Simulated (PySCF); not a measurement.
## Heteronuclear NMR

Atoms are numbered as in `[BH:1]1[O:2][BH:3][O:4][BH:5][O:6]1`; H(Xn) means a hydrogen on atom n.

- PBE0/pcSseg-1 with gauge-including orbitals
- PBE0-D3(BJ)/def2-SVP geometry
- B3LYP/pcJ-1 coupling constants
- run in PySCF 2.14.0 with density-fitted response routines
- relativity neglected, one computed conformer, equivalent nuclei averaged, isolated molecule

Problem. Predict the $^{17}$O NMR data.

Solution. 
```json
{"atoms": "O2/O4/O6", "environment": "oxygen bonded to 2 B, in a 6-membered ring", "σ (ppm)": "108.5", "δ (ppm)": "167.3"}
```

Shieldings were converted by a linear fit to measured shifts: $^{17}$O (scatter 13.4 ppm rms, 14.2 ppm with the 1 outlier that the fit left out vs liquid water, solution or neat liquid). Occasional misses reach two or three times the rms, and more in compound classes unlike the fitted ones.

Couplings (the largest are listed; each averaged over equivalent pairs; quadrupolar broadening usually hides them): $^{2}J$(O2,H(B1)) = -23.9 Hz, $^{2}J$(O2,O4) = -2.6 Hz, $^{3}J$(B1,O4) = -3.9 Hz.

On a 600 MHz spectrometer $^{17}$O resonates near 81.3 MHz, so 1 ppm is 81.3 Hz.
